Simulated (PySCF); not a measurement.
## Ionising SbH

r²SCAN; basis Sb aug-cc-pVDZ-PP with ECP28, H aug-cc-pVDZ; scalar-relativistic core potentials; PySCF 2.14. Neutral (UKS): triplet (π ↑↑), Re = 1.725 Å, ωe = 1912 cm⁻¹, De = 2.60 eV, HOMO -5.78 eV, LUMO -3.28 eV.

SbH⁻ (UKS): doublet (π ↑), Re = 1.740 Å, ωe = 1808 cm⁻¹. The energies at the minima are -240.89978 hartree for SbH and -240.93779 for SbH⁻.

Task: Work out the adiabatic electron affinity, without and with harmonic zero-point energies (1 hartree = 27.2114 eV, 1 eV = 8065.5 cm⁻¹), and the change of the bond length.

Result: At r²SCAN: 0.03801 hartree = 1.034 eV between the minima; the zero-point term (1912.0 − 1808.0)/2 cm⁻¹ = +0.006 eV makes it 1.041 eV. Re changes by +1.5 pm against the neutral. The electron enters a π orbital, which is non-bonding in a hydride.

Spin–orbit coupling is left out, which matters for elements this heavy, above all for dissociation energies. The highest Kohn–Sham level is positive in this anion. Much of that is self-interaction error, but it also means that the finite basis helps to hold the extra electron. States were picked by a PBE0 search and need not be the measured ground states.
